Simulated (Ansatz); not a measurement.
Computed with Ansatz on PBE0-D4/def2-TZVP structures; ΔE is electronic, products minus reactants. CCSD(T)/CBS adds triple-zeta CCSD(T) − MP2 to the extrapolated MP2 energy (def2 sets, frozen cores). This one scheme is used for every species. DFT in def2-TZVPP. HSE06 is defined as in plane-wave codes. For Ge outer-core shells are correlated without core-valence functions, which leaves a few kJ/mol of doubt a bond. Scalar relativity is left out up to krypton. One conformer a species, not always the lowest.

Reaction (formal hydrolysis of a Ge–F bond): `[F][Ge][SH]` + H₂O → `[OH][Ge][SH]` + H–F

Q: Is it downhill or uphill in electronic energy at CCSD(T)/CBS, and by how much? (An estimate is asked.)

A: The calculation gave: Uphill: ΔE = +0.26 eV.

Q: What do these levels give: PBE-D4, B2PLYP, HSE06, CAM-B3LYP, SCS-MP2/def2-TZVPP, CCSD/CBS(def2)? (Best estimate.)

A: Ansatz gave: PBE-D4 0.29, B2PLYP 0.30, HSE06 0.29, CAM-B3LYP 0.34, SCS-MP2/def2-TZVPP 0.24, CCSD/CBS(def2) 0.27 eV.

Q: What do rigid-rotor, harmonic-oscillator terms from PBE0-D4/def2-TZVP frequencies (298.15 K, 1 bar) make of the CCSD(T)/CBS value? (Estimate.)

A: Ansatz gave: ΔZPE = -0.01 eV, ΔH = +0.24 eV, ΔS = -9 J/(mol·K), ΔG = +0.27 eV.

Largest T1 diagnostic among the species: 0.015.

The D4 term adds −0.03 eV with B3LYP and −0.02 eV with PBE0; it sums over pairs of atoms, weighted by their polarisabilities, and B3LYP, whose exchange is more repulsive, gets the larger term. At CCSD(T), def2-SVP lies +0.04 eV from the extrapolated value and def2-TZVPP −0.02 eV.

B3LYP here is the variant with VWN-RPA as its local correlation; programs differ in this.
